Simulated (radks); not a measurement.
The numbers below are computed, except where a source is named.
Problem. Ionisation of the aluminium ion Al2+, [Ne] 3s1, to [Ne] as the strength of local exchange is varied. Level of theory: non-relativistic Kohn-Sham, Slater X-alpha exchange (alpha = 2/3 is LDA exchange), no correlation, spin-polarised, spherical densities, point nucleus; open shells are filled with parallel spins first (a radial shooting solver on a logarithmic mesh with Libxc functionals).

alpha  E(Al2+) (hartree)  exchange (hartree)  IE (eV)  -e of the level emptied (eV)  <r> of it (bohr)
0.612         -238.20806           -14.71613   27.501                   23.190 (3s)             2.232
0.623         -238.47269           -14.99381   27.611                   23.312 (3s)             2.227
0.667         -239.53350           -16.10918   28.052                   23.803 (3s)             2.209
1.022         -248.22840           -25.37981   31.735                   27.939 (3s)             2.071
?             -241.22883           -17.89894   28.761                   24.593 (3s)             2.180

Which alpha was used in the last row?

Solution. alpha = 0.737. NIST Atomic Spectra Database: 28.448 eV (measured). The Delta-SCF value meets it near alpha = 0.71.
